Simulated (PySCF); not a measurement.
# Dipole moment and polarisability of `N#C[Si]1(C#N)[SiH2]C[SiH2]1`

Species: C₃H₆N₂Si₃.
Geometry (GFN2-xTB, Å), atoms numbered from 1 in this order:
```
atom  x, y, z in Å
N1     2.5928    2.7255   -0.4791
C2     2.0456    1.7225   -0.3778
Si3    1.0619    0.1454   -0.1949
C4     2.4559   -1.0717   -0.4470
N5     3.2734   -1.8623   -0.5966
Si6   -0.3934   -0.0895    1.6425
C7    -1.8008   -0.2798    0.3277
Si8   -0.9480   -0.0977   -1.4002
H9    -0.5882    1.0790    2.5031
H10   -0.2546   -1.2718    2.4946
H11   -2.3037   -1.2422    0.4227
H12   -2.5875    0.4609    0.4683
H13   -1.4348    1.0654   -2.1449
H14   -1.1194   -1.2842   -2.2405
```

Level: PBE0/def2-SVPD (PySCF), static field, nuclei fixed, core orbitals frozen in the response. The polarisability tensor in these axes (au):

```
x   137.83   3.19  -3.58
y     3.19 115.41  -0.54
z    -3.58  -0.54 118.91
```

What are the eigenvalues, a third of the trace, and Δα (Δα² = ½Σ(αi − αj)² over the three pairs)?

Principal values 114.97, 118.25 and 138.93 au; mean 124.05 au = 18.38 Å³ = 20.45 × 10⁻⁴⁰ C²·m²/J; Δα = 22.50 au (18 % of the mean).

What is the dipole moment, and where does it point?

(-6.19, -0.96, 1.14) D, 6.36 D in size, pointing from the negative to the positive side. Measured along this direction, the outermost atoms are N1 and N5 at the negative end and H12 and H11 at the positive end.

Find the Langevin capture rate constant for O2+ (31.990 u) meeting this molecule (153.984 u), k = 2.342 × 10⁻⁹ cm³/s × √(α in Å³ / reduced mass in u).

The reduced mass is 26.49 u, so k = 1.95 × 10⁻⁹ cm³/s. The formula leaves out the permanent dipole, which adds to the capture rate.

Rayleigh depolarisation ratio (linearly polarised light, static tensor)?

ρ = 3Δα²/(45ᾱ² + 4Δα²) = 1518.1/(692459 + 2024.2) = 0.00219.

What would n − 1 = 2πNα be for an ideal gas of these molecules at 500 K and 1 atm, electronic part alone?

N = p/kT = 1.4678 × 10¹⁹ cm⁻³, so n − 1 = 2π × N × 18.38 × 10⁻²⁴ cm³ = 1695 × 10⁻⁶ at long wavelengths.

Geometry: GFN2-xTB; no solvent, vibrations or thermal averaging.
